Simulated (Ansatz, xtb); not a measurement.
Molecule: ZnH₂, net charge 0, triplet state. The spin state was set by rule; other spins were not relaxed. SMILES of the parent species: [ZnH2]
Structure (B3LYP-D3(BJ)/def2-TZVP (Ansatz, an electronic-structure program) minimum search):
```xyz
3

Zn     0.0806     0.0154     0.0405
H     -1.0527    -1.1408    -0.5737
H     -1.3662     0.6779    -0.6424
```
Charge 0, spin multiplicity 3.

Harmonic wavenumbers from GFN2-xTB (xtb, at its own minimum), cm⁻¹: 651, 756, 1283.

Question: Give the harmonic wavenumbers at B3LYP-D3(BJ)/def2-TZVP (Ansatz, finite differences of forces, unscaled).

Answer: 626, 989, 1165 cm⁻¹. Zero-point energy 4.0 kcal/mol.

Question: From these and the geometry, give the ideal-gas thermochemistry at 298.15 K and 1 atm (rigid rotor, harmonic oscillator).

Answer: Point group C2v, rotational symmetry number 2. Rotational constants 294, 120.4, 85.43 GHz. S(trans) 38.54, S(rot) 13.95, S(vib) 0.55, S(elec, spin only) 2.18, S 55.2 cal/(mol K). H(298) - H(0) 2.50 kcal/mol; G - E(el) -10.0 kcal/mol.
